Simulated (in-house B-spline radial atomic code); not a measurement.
How numerical settings move a run on In III (In2+), [Kr] 4d10 5s1. Computed with an all-electron radial atomic-structure program (B-spline basis): non-relativistic Hartree-Fock, spin-polarised, averaged over the determinants with the given up and down occupations, point nucleus.

Command:
```bash
python run_scf.py task.json out
```
Settings of the sound reference run:
```
Z                49
electrons        47
configuration    [Kr] 4d10 5s1
hamiltonian      nr
method           hf
spin_polarised   True
knot_spacing     0.22
spline_order     8
gauss_points     12
box_radius       22.22
max_iterations   70
damping          0.5
damped_steps     3
diis_vectors     10
tolerance        1e-08
start            Thomas-Fermi
```

Run time, properties included: 0.27 s on 1 thread of Intel(R) Xeon(R) Platinum 8259CL CPU @ 2.50GHz, with other jobs on the host.

It converges in 11 iterations to -5739.380466 hartree, with 5s up at -25.6855 eV. The other runs change the listed settings, some to values that make no sense; their results aren't properties of the atom or ion. Radii are in bohr (the nuclear one in fm), a minus after a letter asks for a j subshell, and «unchanged» means within 1e-8 hartree. The run stops when the residual is below 10 × tolerance × max(1, Z/10), or a noise floor if that is larger, and the energy moves by less than 1e-8 × √|E| hartree; so very loose and very tight tolerances often act alike.

| changed settings | outcome |
| --- | --- |
| gauss_points = 3 | converged in 11 iterations, energy -1.00e+06 hartree from the reference, 5s up level -1.1e+02 eV |
| gauss_points = 5 | converged in 11 iterations, energy -1.77e-08 hartree from the reference |
| max_iterations = 5, damped_steps = 1, diis_vectors = 0 | not converged after 5 iterations, last residual 1.6e-02, last energy +2.71e-03 hartree from the reference |
| electrons = 50, configuration = [Kr] 4d10 5s1 6s3, max_iterations = 75 | stopped with error: shell 6s holds at most 1 electrons (per spin) |
| max_iterations = 12 | converged in 11 iterations, energy unchanged |
| spline_order = 7 | converged in 11 iterations, energy +4.08e-07 hartree from the reference |
| spline_order = 10 | converged in 11 iterations, energy -5.61e-08 hartree from the reference |
| spline_order = 4, max_iterations = 75, damping = 0.8 | converged in 12 iterations, energy +3.16e-03 hartree from the reference, 5s up level +4.3e-04 eV |
| knot_spacing = 0.3, max_iterations = 5, diis_vectors = 4, start = bare nucleus | not converged after 5 iterations, last residual 1.7e-01, last energy +4.05e-01 hartree from the reference |
| spline_order = 3 | converged in 11 iterations, energy +1.74e-01 hartree from the reference, 5s up level +1.7e-02 eV |
| max_iterations = 100, tolerance = 1e-10, start = bare nucleus | converged in 13 iterations, energy unchanged, 5s up level +2.1e-06 eV |
| knot_spacing = 0.55, spline_order = 6, max_iterations = 60, diis_vectors = 2 | converged in 13 iterations, energy +6.24e-01 hartree from the reference, 5s up level +9.5e-02 eV |
| max_iterations = 8 | not converged after 8 iterations, last residual 1.7e-04, last energy +5.13e-07 hartree from the reference |
| spline_order = 4 | converged in 11 iterations, energy +3.16e-03 hartree from the reference, 5s up level +4.2e-04 eV |

Problem. What happens with spline_order = 6?

Solution. Converged in 11 iterations, energy +5.60e-06 hartree from the reference, 5s up level +9.6e-07 eV.

Problem. What happens with spline_order = 5?

Solution. Converged in 11 iterations, energy +1.05e-04 hartree from the reference, 5s up level +1.7e-05 eV.

Problem. What happens with gauss_points = 4?

Solution. Converged in 11 iterations, energy -9.44e-07 hartree from the reference, 5s up level -4.8e-07 eV.

Problem. What happens with max_iterations = 5?

Solution. Not converged after 5 iterations, last residual 1.1e-02, last energy +3.71e-03 hartree from the reference.
